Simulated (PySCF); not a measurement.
# Spinor energies of Sb(23+) (antimony, charge +23)

Start: [Ar] 3d10. Calculated with PySCF 2.14 in an even-tempered Gaussian basis (17 s from 3 bohr⁻², ratio 2.8; 13 p from 3.8 bohr⁻², ratio 2.8; 8 d from 3.8 bohr⁻², ratio 2.8; 3 f from 18 bohr⁻², ratio 3): generalised Hartree-Fock with the X2C-1e Hamiltonian and a Gaussian nucleus; one run each with spin-orbit coupling (SO) switched off, then screened by Boettger's factors.

```tsv
spinor shell	electrons	ε, spin-free (eV)	ε, screened SO (eV)	weight of nominal j (screened SO)	rms radius, screened SO (bohr)
1s1/2	2	-31364.8	-31362.3	1.000	0.0325
2s1/2	2	-5458.6	-5457.9	1.000	0.132
2p1/2	2	-4968.0	-5143.7	1.000	0.115
2p3/2	4	-4968.0	-4888.4	1.000	0.120
3s1/2	2	-1631.8	-1631.7	1.000	0.347
3p1/2	2	-1468.2	-1502.8	1.000	0.339
3p3/2	4	-1468.2	-1452.5	1.000	0.349
3d3/2	4	-1223.6	-1229.7	1.000	0.319
```

Question: Where does 3d5/2 lie, and what is the 3d spin-orbit splitting (screened SO)?

Answer: At -1219.3 eV, 10.409 eV above 3d3/2.

```tsv
quantity	spin-free	screened SO
E (hartree)	-6237.32103	-6238.95640
M_J	0	0
⟨J²⟩	0.000	0.000
⟨L²⟩	0.000	0.012
⟨S²⟩	0.000	0.012
```

Breit and QED terms are absent; they matter most for the inner s and p1/2 levels.

Densities and radii are taken from the X2C orbitals without a picture-change correction, which distorts them close to the nucleus.

Without spin-orbit coupling the j labels of p, d and f shells carry no meaning; the spin-free column gives the mean over the occupied spinors of each nl shell.
